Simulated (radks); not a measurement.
Species: Ca4+. Configuration: [Ne] 3s2 3p4. Calculated with a radial shooting solver on a logarithmic mesh with Libxc functionals: Dirac Kohn-Sham, LB94 model potential, spin-unpolarised, spherical densities, finite nucleus; open shells fill j = l - 1/2 first; Fermi nuclear charge, rms radius 3.4776 fm.

Normalised radial functions P(r) = r R(r) (large component), r in bohr:

```
   r/bohr * 3s1/2, o 3p3/2 (the largest magnitude, 1.06, reaches the edge; | marks zero, & curves that meet)
 0.004521                             o *
 0.006479                             o  *
 0.009287                             o   *
  0.01321                             o    *
  0.01893                             |o    *
  0.02713                             |o     *
  0.03858                             | o     *
  0.05529                             |   o  *
  0.07925                             |   *  o
   0.1127                           * |         o
   0.1615                    *        |            o
   0.2315               *             |            o
   0.3292                  *          |      o
   0.4718                        o    |  *
   0.6763          o                  |                   *
   0.9616    o                        |                          *
    1.378        o                    |                   *
    1.976                   o         |       *
    2.809                          o  | *
    4.026                             &
```

3s1/2: eigenvalue -105.27 eV, 2 radial nodes at r = 0.101, 0.445 bohr, <r> = 1.10 bohr, 90 % of the charge inside 1.63 bohr. 3p3/2: eigenvalue -85.372 eV, 1 radial node at r = 0.412 bohr, <r> = 1.16 bohr, 90 % of the charge inside 1.77 bohr.
